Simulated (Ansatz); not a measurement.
One change: `[F][In]([SH])[O][SiH3]` becomes `[SiH3][O][In]([SH])[Cl]`.

Ansatz, PBE0-D4/def2-TZVP geometries, multiplicity 1. Each molecule was computed in one conformer, which needn't be the lowest.

Elements past krypton have def2 core potentials.

| property | `[F][In]([SH])[O][SiH3]` |
| --- | --- |
| size of the dipole moment (B3LYP/def2-TZVPP) / D | 2.02 |
| HOMO energy (PBE0/def2-TZVPP) / eV | -8.34 |
| HOMO energy (ωB97M-V/def2-TZVPP) / eV | -10.55 |
| size of the dipole moment (ωB97M-V/def2-TZVPP) / D | 1.98 |
| LUMO energy (ωB97M-V/def2-TZVPP) / eV | -0.48 |
| HOMO–LUMO gap (PBE0/def2-TZVPP) / eV | 5.95 |

(1) What does the change do to each property? (An estimate is asked.)

Results:

(1) Computed: 
```
                                          property  `[SiH3][O][In]([SH])[Cl]`  shift
  size of the dipole moment (B3LYP/def2-TZVPP) / D                       1.59  -0.43
                HOMO energy (PBE0/def2-TZVPP) / eV                      -8.21   0.13
             HOMO energy (ωB97M-V/def2-TZVPP) / eV                     -10.42   0.13
size of the dipole moment (ωB97M-V/def2-TZVPP) / D                       1.55  -0.43
             LUMO energy (ωB97M-V/def2-TZVPP) / eV                      -0.42   0.06
              HOMO–LUMO gap (PBE0/def2-TZVPP) / eV                       5.89  -0.06
```

With PBE0 the HOMO rises by 0.13 eV and the LUMO rises by 0.06 eV, so the gap narrows by about 0.07 eV. PBE moves the HOMO by 0.10 eV and ωB97M-V by 0.13 eV. Dipoles are sizes alone; their direction can turn.

B3LYP here is the variant with VWN-RPA as its local correlation; programs differ in this.
